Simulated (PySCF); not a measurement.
# Ionisation energy of Tl³⁺ by level of theory

Tl³⁺ [Xe] 4f14 5d10 → Tl⁴⁺ [Xe] 4f14 5d9 [5d3/2^4 5d5/2^5, M_J = 5/2], as a difference of total energies. Computed with PySCF 2.14 in x2c-TZVPall-2c (11s11p9d3f, 110 functions), with the two-component X2C-1e Hamiltonian. Correlated levels: [Kr] 4d10 4f14 frozen; the 24 highest virtual spinors dropped. "Screened" scales the spin-orbit matrix elements by Boettger's factors to mimic the two-electron term; Breit and QED terms are absent.

```csv
method,ionisation energy (eV)
GHF (spin-free),50.218
GMP2 (spin-free),51.486
GHF (screened spin-orbit),49.253
GMP2 (screened spin-orbit),50.502
```

The spin-free rows lack the spin-orbit shift.

Errors of the correlated levels include the incompleteness of this basis and the frozen core.

**Question.** Which method comes closest to the reference value, and which is furthest?

**Answer.** The reference is 51.14 ± 0.04 eV (measured; NIST Atomic Spectra Database, ionization energies). Closest: GMP2 (spin-free) (error 0.346 eV); furthest: GHF (screened spin-orbit) (error -1.887 eV).
